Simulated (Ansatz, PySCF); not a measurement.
Process, species as SMILES: [Cl][Ba][Cl] → [Cl][Ba][Cl] as doublet, charge -1 (an electron is taken up)
Geometries: B3LYP-D3(BJ)/def2-TZVP minima from Ansatz (an electronic-structure program). Frequencies are from Ansatz. A spin state is the lowest found, not a proven ground state.
Geometry of the first species:
```xyz
3

Ba     0.3181    -0.1598     0.2899
Cl     1.2199     0.6922    -2.1545
Cl    -2.2679    -0.1657     1.1994
```
Charge 0, spin multiplicity 1.

Wanted: adiabatic electron affinity (0 K, with B3LYP-D3(BJ) harmonic zero-point energies), positive where the reaction releases energy, in eV. Correlated levels leave the core frozen unless marked. UHF or UKS for open shells. Spin-orbit coupling is left out. Frozen are the shells of the preceding noble gas and the d and f shells that filled before the atom's block. The outer core of K, Ca and their heavier congeners is not correlated, a term that matters for these elements. Past Kr the def2 sets carry scalar-relativistic core potentials. Anions need diffuse functions: def2-D sets add few; the other sets have none. 

| level | program | adiabatic electron affinity (eV) |
|---|---|---|
| HF-D3(BJ)/def2-TZVPD | PySCF + dftd3 | 0.82 |
| PBE-D4/def2-TZVPD | Ansatz + dftd4 | 1.00 |
| BP86-D3(BJ)/def2-TZVPD | PySCF + dftd3 | 1.11 |
| BHLYP-D3(BJ)/def2-TZVPD | Ansatz + dftd3 | 0.93 |
| TPSSh-D3(BJ)/def2-TZVPD | PySCF + dftd3 | 0.90 |
| CAM-B3LYP/def2-TZVPD | Ansatz | 1.00 |
| MP2/def2-TZVPPD | Ansatz | 0.87 |
| MP2/def2-QZVPP | Ansatz | 0.85 |
| CCSD/def2-SVPD | Ansatz | 0.95 |
